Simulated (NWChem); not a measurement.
Species: SrF2, triplet; SMILES of the neutral closed-shell parent [F][Sr][F]

```xyz
3

Sr     0.0000     0.0000    -0.7420
F      0.0000     0.9794     1.3223
F      0.0000    -0.9794     1.3223
```
Atoms are numbered in this order, from 1.

Level: PBE0/def2-SVP with def2 effective core potentials on Sr, spin-unrestricted (NWChem), optimised geometry, unscaled harmonic frequencies. In the optimisation the excess spin sits in a1 and b2 (C2v, its own frame). This spin state was assumed; another may lie lower. def2 effective core potentials on Sr; no spin-orbit coupling.

Question: List the harmonic frequencies with IR intensities, and the thermochemistry.

Answer: 
```tsv
frequency (cm⁻¹)	IR intensity (km/mol)
290	2.9
335	34.6
471	11.3
```

```
Property                                                                                             Result
-----------------------------------------------------------------------------------------  ----------------
zero-point energy                                                                              1.6 kcal/mol
thermal correction to the enthalpy at 298.15 K (with zero-point energy)                        4.6 kcal/mol
heat capacity Cv                                                                           10.6 cal/(mol K)
entropy at 298.15 K and 1 atm (symmetry number 2, electronic part: spin degeneracy alone)  69.5 cal/(mol K)
```

Rigid rotor and harmonic oscillator.
